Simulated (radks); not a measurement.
Results of a calculation; reference values are marked as such.
Problem. A nucleus of charge 49.5 with 49 electrons, 49 electrons, occupied as [Kr] 4d10 5s2 5p1. Code: a radial shooting solver on a logarithmic mesh with Libxc functionals. Model: non-relativistic Kohn-Sham, r2SCAN, spin-polarised, spherical densities, point nucleus; open shells are filled with parallel spins first (spin-orbit coupling, left out, can overturn this in heavy ions); meta-GGA in the generalised Kohn-Sham scheme; relativity is left out, which matters for an element this heavy. Some entries of the table are withheld. Estimate them.

orbital,occ.,eigenvalue (Ry),<r^2> (bohr^2),<r> (bohr)
1s up,1,-2016.419,0.001264,0.03074
1s down,1,-2016.417,0.001264,0.03074
2s down,1,-297.7289,0.02073,0.1328
2s up,1,-297.7286,0.02073,0.1328
2p up,3,-278.0535,0.01564,0.1134
2p down,3,-278.0526,0.01564,0.1134
3s up,1,-57.41895,0.1449,0.3562
3s down,1,-57.41817,0.1449,0.3562
3p up,3,-49.30175,0.1401,0.3477
3p down,3,-49.30059,0.1401,0.3477
3d up,5,-34.32439,0.1210,0.3194
3d down,5,-34.32331,0.1210,0.3194
4s up,1,-9.15042,0.8462,0.8650
4s down,1,-9.14807,0.8465,0.8652
4p up,3,-6.45842,0.9631,(1)
4p down,3,-6.45631,0.9629,(2)
4d up,5,-2.04499,1.515,(3)
4d down,5,-2.03942,1.499,(4)
5s up,1,-0.93435,7.578,2.581
5s down,1,-0.86456,7.326,2.537
5p up,1,-0.48382,11.67,(5)
5p down,0,-0.39256,10.59,(6)

Solution. 
(1) 4p up <r> (bohr): 0.9182
(2) 4p down <r> (bohr): 0.9182
(3) 4d up <r> (bohr): 1.126
(4) 4d down <r> (bohr): 1.122
(5) 5p up <r> (bohr): 3.189
(6) 5p down <r> (bohr): 3.049
